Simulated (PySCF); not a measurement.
## Bonding in `CCP1(=O)C=CCC=C1`

Compound: C7H11OP.
SMILES with atom numbers: `[CH3:1][CH2:2][P:3]1(=[O:4])[CH:5]=[CH:6][CH2:7][CH:8]=[CH:9]1` (hydrogens: H10, H11, H12 on C1; H13, H14 on C2; H15 on C5; H16 on C6; H17, H18 on C7; H19 on C8; H20 on C9)

Cartesian coordinates in Å at the GFN2-xTB level; atoms count from 1:
```
atom  x, y, z in Å
C1     1.7459    1.1673   -0.3800
C2     2.0069   -0.3169   -0.2001
P3     0.4948   -1.3512    0.0029
O4     0.8130   -2.7792    0.1370
C5    -0.5874   -0.9461   -1.3844
C6    -1.5811   -0.0754   -1.2886
C7    -1.9239    0.7286   -0.0753
C8    -1.4366    0.1875    1.2307
C9    -0.4239   -0.6512    1.3907
H10    2.6843    1.7049   -0.5037
H11    1.2291    1.5715    0.4879
H12    1.1309    1.3416   -1.2606
H13    2.5359   -0.7366   -1.0607
H14    2.6208   -0.5110    0.6845
H15   -0.4215   -1.5228   -2.2851
H16   -2.2244    0.1038   -2.1430
H17   -3.0122    0.8384   -0.0251
H18   -1.5247    1.7432   -0.2022
H19   -1.9840    0.5440    2.0964
H20   -0.1471   -1.0299    2.3662
```

Bond orders from the PBE0/pcSseg-1 density (PySCF). Isolated species at its GFN2-xTB geometry (one conformer only).

Q: Where do the orders between heavy atoms depart from those drawn in the SMILES?

A: The largest departure is 0.129, at C9–P3 (drawn single, 0.871) and P3–C5 (drawn single, 0.872). Drawn single, order below 0.88: P3–C5 (0.872) and C9–P3 (0.871).

Q: Set the Mayer orders of the bonds between heavy atoms beside their lengths.

A: 
```csv
bond,drawn as,length (Å),Mayer order
C1–C2,single,1.518,1.029
C2–P3,single,1.843,0.944
P3–O4,double,1.469,1.882
P3–C5,single,1.806,0.872
C5–C6,double,1.325,1.884
C6–C7,single,1.495,1.062
C7–C8,single,1.495,1.063
C8–C9,double,1.325,1.884
C9–P3,single,1.806,0.871
```

Bonds between the same two heavy elements. C–C: lowest C1–C2 (1.029, 1.518 Å), highest C5–C6 and C8–C9 (1.884, 1.325 Å). C–P: lowest C9–P3 and P3–C5 (0.871, 1.806 Å), highest C2–P3 (0.944, 1.843 Å); in 2 of the 3 pairs the longer bond (by over 0.003 Å) has the higher order (by 0.02 or more). Bonds named together lie within 0.004.

Q: And the bonds to hydrogen?

A: C–H: 0.90 to 0.96 (11 bonds).

Q: Sum the orders of all bonds at each heavy atom with more than one neighbour and set the sums beside the valence in the SMILES.

A: C1 3.913 (drawn 4), C2 3.843 (drawn 4), P3 4.569 (drawn 5), C5 3.701 (drawn 4), C6 3.902 (drawn 4), C7 3.951 (drawn 4), C8 3.902 (drawn 4), C9 3.700 (drawn 4). Orders between atoms that aren't bonded are not in these sums.

Mayer orders depend on the basis set.
